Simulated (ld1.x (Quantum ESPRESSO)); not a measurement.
# Configuration tests for silicon (TM)

Si (Z = 14), norm-conserving Troullier–Martins (Kleinman–Bylander form), made with ld1.x (Quantum ESPRESSO) 7.5 (revPBE, scalar-relativistic). Core [Ne], reference 3s1.5 3p2.5. Waves: 3s (bound): rc 1.70 bohr; 3p (bound): rc 2.35 bohr; 3d channel at 0.1 Ry: rc 2.60 bohr. Local part: all-electron potential smoothed inside 1.85 bohr (lloc = -1). Core correction: none.

Energies are relative to the spin-unpolarised reference configuration 3s1.5 3p2.5; without spin polarisation the order of configurations can differ from experiment.

| valence configuration | charge | ΔE all-electron (eV) | error AE − PS (meV) |
| --- | --- | --- | --- |
| 3s2 3p2 | 0 | -3.381 | +0.6 |
| 3s2 3p0 | +2 | 20.308 | -5.0 |
| 3s1 3p3 | 0 | 3.418 | +0.3 |
| 3s1 3p0 | +3 | 54.185 | -13 |
| 3s1 3p2 | +1 | 11.757 | +1.3 |

Problem. What are ΔE and the potential's error for 3s2 3p1?

Solution. ΔE = 4.341 eV all-electron; the error (AE − PS) is -0.5 meV.

Problem. What are ΔE and the potential's error for 3s0 3p4?

Solution. ΔE = 10.355 eV all-electron; the error (AE − PS) is +0.9 meV.
